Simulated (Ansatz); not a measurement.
Sr₅S₅, relaxed as a singlet with RKS r2SCAN-D4/def2-SVP in Ansatz, starting from the GFN1-xTB geometry. Force threshold 0.02 eV/Å.

In the def2 sets Sr takes a core potential; there is no spin–orbit coupling. Another isomer (singlet) lies 0.40 eV lower at PBE0-D4/def2-TZVP; other spin states weren't run for this one.

Start:

```tsv
atom	x (Å)	y (Å)	z (Å)
Sr1	-0.4664	0.9871	-1.3237
Sr2	-1.3499	-1.1483	1.7635
Sr3	-0.5888	-2.3657	-3.0304
Sr4	2.2821	-0.6871	0.7751
Sr5	0.2910	2.2204	2.1262
S6	0.8728	-0.3021	3.0597
S7	-1.9796	1.3155	0.9288
S8	0.1137	-1.8735	-0.4638
S9	-1.0028	0.0507	-3.7539
S10	1.8278	1.8031	-0.0813
```

(1) Estimate the energy that the relaxation releases and the steps that it takes.

(2) Does the start keep its bonding and symmetry?

(3) Predict the relaxed structure.

Answers

(1) 13.8 kcal/mol, in 7 steps; 14 s on 2 threads of AMD EPYC 7R13 on a shared host and a share (18 GiB) of an NVIDIA H100 80GB HBM3. No frequencies were taken in this run, so the end may be a saddle point.

(2) By distances, no bond broke or formed. The bond that changes most is Sr1–S10, from 2.73 to 2.92 Å (atoms count from 1).

(3) 
Cartesian coordinates in Å:
```
Sr -0.525 1.086 -1.443
Sr -1.397 -1.156 1.837
Sr -0.558 -2.449 -3.150
Sr 2.347 -0.696 0.820
Sr 0.332 2.253 2.236
S 0.916 -0.358 3.208
S -2.052 1.403 1.022
S 0.101 -1.924 -0.499
S -1.075 -0.048 -3.977
S 1.912 1.889 -0.055
```
Bond lengths (bridged metal pairs left out): 15 × S–Sr 2.59 to 3.22 Å.
